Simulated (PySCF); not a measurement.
# Orbital picture of KAs

PBE0 at R = 3.158 Å; PySCF, no relativity, basis sets K def2-SVP, As def2-SVP. State: ³Σ⁻ (triplet), unpaired electrons π ↑↑. Only the outer orbitals are listed, counted within each symmetry.

```json
{"spin": "α", "orbital": "10σ", "occ.": "1", "ε (eV)": "-38.76", "on K (%)": "100", "main shells (%)": "100 K s"}
{"spin": "α", "orbital": "5π", "occ.": "1", "ε (eV)": "-21.24", "on K (%)": "100", "main shells (%)": "100 K p"}
{"spin": "α", "orbital": "5π", "occ.": "1", "ε (eV)": "-21.24", "on K (%)": "100", "main shells (%)": "100 K p"}
{"spin": "α", "orbital": "11σ", "occ.": "1", "ε (eV)": "-21.11", "on K (%)": "100", "main shells (%)": "100 K p"}
{"spin": "α", "orbital": "12σ", "occ.": "1", "ε (eV)": "-13.92", "on K (%)": "2", "main shells (%)": "98 As s"}
{"spin": "α", "orbital": "6π", "occ.": "1", "ε (eV)": "-4.90", "on K (%)": "4", "main shells (%)": "96 As p"}
{"spin": "α", "orbital": "6π", "occ.": "1", "ε (eV)": "-4.90", "on K (%)": "4", "main shells (%)": "96 As p"}
{"spin": "α", "orbital": "13σ", "occ.": "1", "ε (eV)": "-4.38", "on K (%)": "14", "main shells (%)": "85 As p, 12 K s"}
{"spin": "α", "orbital": "14σ", "occ.": "0", "ε (eV)": "-1.36", "on K (%)": "95", "main shells (%)": "78 K s, 16 K p"}
{"spin": "α", "orbital": "7π", "occ.": "0", "ε (eV)": "0.34", "on K (%)": "98", "main shells (%)": "96 K p"}
{"spin": "α", "orbital": "7π", "occ.": "0", "ε (eV)": "0.34", "on K (%)": "98", "main shells (%)": "96 K p"}
{"spin": "β", "orbital": "10σ", "occ.": "1", "ε (eV)": "-38.77", "on K (%)": "100", "main shells (%)": "100 K s"}
{"spin": "β", "orbital": "5π", "occ.": "1", "ε (eV)": "-21.25", "on K (%)": "100", "main shells (%)": "100 K p"}
{"spin": "β", "orbital": "5π", "occ.": "1", "ε (eV)": "-21.25", "on K (%)": "100", "main shells (%)": "100 K p"}
{"spin": "β", "orbital": "11σ", "occ.": "1", "ε (eV)": "-21.12", "on K (%)": "100", "main shells (%)": "100 K p"}
{"spin": "β", "orbital": "12σ", "occ.": "1", "ε (eV)": "-11.70", "on K (%)": "3", "main shells (%)": "97 As s"}
{"spin": "β", "orbital": "13σ", "occ.": "1", "ε (eV)": "-3.54", "on K (%)": "28", "main shells (%)": "71 As p, 26 K s"}
{"spin": "β", "orbital": "14σ", "occ.": "0", "ε (eV)": "-1.43", "on K (%)": "87", "main shells (%)": "62 K s, 24 K p, 13 As p"}
{"spin": "β", "orbital": "6π", "occ.": "0", "ε (eV)": "-1.07", "on K (%)": "22", "main shells (%)": "78 As p, 19 K p"}
{"spin": "β", "orbital": "6π", "occ.": "0", "ε (eV)": "-1.07", "on K (%)": "22", "main shells (%)": "78 As p, 19 K p"}
```

Problem. Which are the highest filled and the lowest empty level, where do they sit, and how wide is the gap?

Solution. Highest filled β 13σ at -3.54 eV (in %: 71 As p, 26 K s); lowest empty β 14σ at -1.43 eV (in %: 62 K s, 24 K p, 13 As p); the gap at PBE0 is 2.11 eV.

| Quantity | Value |
| --- | --- |
| bond order (Mayer) | 0.86 |
| ⟨S²⟩ | 2.038 |
| charge on K (Mulliken, basis-dependent) | 0.46 |
| charge on K (Löwdin, basis-dependent) | 0.32 |
| dipole moment (positive dipole means K(−)As(+)) | -8.75 D |
| polarisability along the bond | 197.8 bohr³ |
| polarisability across the bond | 75.6 bohr³ |

Spin–orbit coupling is left out. The state was picked by a PBE0 search and need not be the measured ground state.
